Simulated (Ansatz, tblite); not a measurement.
Cost and result up the ladder for `Sc1ccc(-c2ccc(-c3ccc(-c4ccc(S)nc4)nc3)nc2)nc1` (40 atoms). Charge 0, multiplicity 1. Geometry: PBE-D4/def2-SVP.

Ansatz on 2 threads of AMD EPYC 7R13 on a shared host and a share (18 GiB) of an NVIDIA H100 80GB HBM3; xTB runs through tblite on one thread. Times are rough, summed over both states, and most runs start from the orbitals of an earlier one. PBE0-D4/def2-TZVP serves as the yardstick here, not as an exact answer. The other state is a doublet.

The xTB rows come from tblite. Single mean-field runs in def2-TZVP are fitted with def2-universal-jkfit.

Raw xTB energies of ions are shifted by several eV.

```json
{"level": "GFN1-xTB", "functions": "142", "wall time": "0.23 s", "vertical IE (eV)": "12.46", "difference from PBE0-D4/def2-TZVP (eV)": "5.30"}
{"level": "GFN2-xTB", "functions": "128", "wall time": "0.24 s", "vertical IE (eV)": "11.70", "difference from PBE0-D4/def2-TZVP (eV)": "4.54"}
{"level": "PBE-D4/def2-TZVP", "functions": "902", "wall time": "38 s", "vertical IE (eV)": "6.80", "difference from PBE0-D4/def2-TZVP (eV)": "-0.36"}
{"level": "PBE0-D4/def2-TZVP (with forces)", "functions": "902", "wall time": "40 s", "vertical IE (eV)": "7.16", "difference from PBE0-D4/def2-TZVP (eV)": "0.00"}
```
